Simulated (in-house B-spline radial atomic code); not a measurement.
Response of the nitrogen ion N³⁺ as one setting changes: the radius of a hard wall (bohr). Method: LDA VWN5. A dash marks a strongly mixed or unbound state. A box has no continuum, so excitations may lie above minus the highest level. Computed with an all-electron radial atomic-structure program (B-spline basis): linear response of the closed shell [He] 2s2 with the functional's adiabatic kernel; non-relativistic, point nucleus, no spin-orbit coupling, no double excitations, S, P, D and F terms only.

```json
{"radius of a hard wall (bohr)": "2.5", "lowest 1P (eV)": "2s → 2p 15.238", "lowest 3P, Tamm-Dancoff (eV)": "2s → 2p 7.553", "minus highest occupied level (eV)": "65.52", "α (bohr³)": "1.711"}
{"radius of a hard wall (bohr)": "3", "lowest 1P (eV)": "?", "lowest 3P, Tamm-Dancoff (eV)": "?", "minus highest occupied level (eV)": "?", "α (bohr³)": "?"}
{"radius of a hard wall (bohr)": "3.5", "lowest 1P (eV)": "2s → 2p 14.973", "lowest 3P, Tamm-Dancoff (eV)": "2s → 2p 7.696", "minus highest occupied level (eV)": "67.65", "α (bohr³)": "2.058"}
{"radius of a hard wall (bohr)": "4", "lowest 1P (eV)": "2s → 2p 14.938", "lowest 3P, Tamm-Dancoff (eV)": "2s → 2p 7.693", "minus highest occupied level (eV)": "67.74", "α (bohr³)": "2.095"}
{"radius of a hard wall (bohr)": "4.5", "lowest 1P (eV)": "2s → 2p 14.928", "lowest 3P, Tamm-Dancoff (eV)": "2s → 2p 7.691", "minus highest occupied level (eV)": "67.75", "α (bohr³)": "2.105"}
{"radius of a hard wall (bohr)": "5.5", "lowest 1P (eV)": "?", "lowest 3P, Tamm-Dancoff (eV)": "?", "minus highest occupied level (eV)": "?", "α (bohr³)": "?"}
{"radius of a hard wall (bohr)": "6.5", "lowest 1P (eV)": "2s → 2p 14.926", "lowest 3P, Tamm-Dancoff (eV)": "2s → 2p 7.691", "minus highest occupied level (eV)": "67.76", "α (bohr³)": "2.109"}
{"radius of a hard wall (bohr)": "8", "lowest 1P (eV)": "2s → 2p 14.926", "lowest 3P, Tamm-Dancoff (eV)": "2s → 2p 7.691", "minus highest occupied level (eV)": "67.76", "α (bohr³)": "2.109"}
{"radius of a hard wall (bohr)": "10", "lowest 1P (eV)": "2s → 2p 14.926", "lowest 3P, Tamm-Dancoff (eV)": "2s → 2p 7.691", "minus highest occupied level (eV)": "67.76", "α (bohr³)": "2.109"}
{"radius of a hard wall (bohr)": "15", "lowest 1P (eV)": "2s → 2p 14.926", "lowest 3P, Tamm-Dancoff (eV)": "2s → 2p 7.691", "minus highest occupied level (eV)": "67.76", "α (bohr³)": "2.109"}
```

What belongs in the row for 3?

lowest 1P (eV): 2s → 2p 15.075; lowest 3P, Tamm-Dancoff (eV): 2s → 2p 7.690; minus highest occupied level (eV): 67.23; α (bohr³): 1.95.

What belongs in the row for 5.5?

lowest 1P (eV): 2s → 2p 14.926; lowest 3P, Tamm-Dancoff (eV): 2s → 2p 7.691; minus highest occupied level (eV): 67.76; α (bohr³): 2.108.
